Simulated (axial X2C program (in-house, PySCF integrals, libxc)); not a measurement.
# MoS: properties at the nuclei

Computed with an axial X2C code built on PySCF integrals: two-component X2C with atomic mean-field Coulomb and Gaunt terms, Gaussian nuclei, basis Mo dyall-cv3z, S dyall-av3z with contracted cores.

R = 2.135 Å (near the PBE0 minimum at charge 0 of the determinant lowest at the starting distance; the state shown can have its own minimum elsewhere).

Input and command:
```json
{"zs": [42, 16], "q": 0, "bas": ["dyall-cv3z", "dyall-av3z"], "r0": 2.15, "levels": ["PBE0", "HF", "B3LYP", "PBE", "TPSSh"], "nst": 3}
```
```bash
python soeom.py task.json out
```

Keys: zs atomic numbers; q charge; bas basis sets; r0 starting distance in Å; levels methods; nst determinants followed.

Determinant lowest in the PBE0 search, Ω = 1 (⟨Sz⟩ = 2.00, ⟨Lz⟩ = -1.00 at PBE0), spin on the atoms Mo 2.16, S -0.17:

| level | Eeff magnitude (GV/cm) | Ws magnitude Mo (kHz) | A∥/gI Mo (MHz) | qzz Mo (a.u.) | A∥/gI S (MHz) | qzz S (a.u.) | μ (D) |
| --- | --- | --- | --- | --- | --- | --- | --- |
| PBE0 | 0.167 | 0.181 | 1050 | 0.31 | -214 | -0.29 | -4.37 |
| HF | 0.0772 | 0.0531 | 675 | -0.47 | -361 | -1.20 | -4.68 |
| B3LYP | 0.433 | 0.309 | 1120 | 0.33 | -198 | -0.26 | -4.16 |
| PBE | 0.419 | 0.3 | 1140 | 0.32 | -191 | -0.22 | -3.65 |
| TPSSh | 0.248 | 0.237 | 1010 | 0.28 | -201 | -0.26 | -4.17 |

Determinant 0.08 eV from it at PBE0 and this distance, Ω = 3 (⟨Sz⟩ = 2.00, ⟨Lz⟩ = 1.00 at PBE0), spin on the atoms Mo 2.16, S -0.17:

| level | Eeff magnitude (GV/cm) | Ws magnitude Mo (kHz) | Ws magnitude S (kHz) | A∥/gI Mo (MHz) | qzz Mo (a.u.) | A∥/gI S (MHz) | qzz S (a.u.) | μ (D) |
| --- | --- | --- | --- | --- | --- | --- | --- | --- |
| PBE0 | 0.00321 | 0.0389 | 0.00552 | 529 | 0.32 | 74.7 | -0.30 | -4.37 |
| HF | 0.229 | 0.00382 | 0.0129 | 338 | -0.49 | 111 | -1.22 | -4.68 |
| B3LYP | 0.178 | 0.0691 | 0.00423 | 563 | 0.34 | 66.6 | -0.26 | -4.17 |
| PBE | 0.244 | 0.078 | 0.0039 | 566 | 0.32 | 63.7 | -0.22 | -3.66 |
| TPSSh | 0.0696 | 0.0559 | 0.00469 | 523 | 0.29 | 64.8 | -0.27 | -4.18 |

Eeff is the effective electric field on the electron electric dipole moment in this Ω state and Ws the scalar–pseudoscalar constant of the nucleus named (defined with the proton number Z and per Ω); A∥ (defined per Ω) follows by multiplying with gI = μI/(I μN); qzz is the electric field gradient, eQq0 = 234.96 MHz × Q/barn × qzz; μ is positive if the S end (last atom) is positive. The operators were transformed with the bare-nucleus X2C matrices; with these basis sets, hyperfine constants and field gradients can be off by tens of per cent, and where levels differ in sign neither size nor sign is settled.

Q: With gI(95Mo) = -0.3657, gI(33S) = 0.4292 (g factors from the IAEA table of nuclear moments by Stone), turn the PBE0 values of the first state into constants in MHz.

A: A∥(95Mo) = 1050 × -0.3657 = -384 MHz; A∥(33S) = -214 × 0.4292 = -91.8 MHz.

Each state is one determinant with collinear spin, which with several unpaired electrons need not be a pure state. Unrestricted Hartree–Fock can overshoot spin polarisation at the nuclei. In the state Ω = 1 the sign of Eeff differs between levels (HF against PBE0). In the state Ω = 3 the sign of Eeff differs between levels (B3LYP, PBE, TPSSh against PBE0). With several open shells hyperfine constants can be off by a factor of several. Where Eeff spreads by more than a factor of two the levels disagree and none is to be relied on. Open-shell Ω = 0 determinants with evenly filled partner blocks cannot be reached by this program, so the Ω shown need not be the lowest component. The search compared states at one distance, so a state with another bond length can lie lower. The sign of Ws at Mo differs between levels in the second state. Further determinants of the search, some of them spin-mixed, are not shown. Where a field gradient or hyperfine factor spreads by more than a factor of two over the levels, a constant derived from it is not to be relied on. PBE0 term energies can be off by some tenths of an eV.
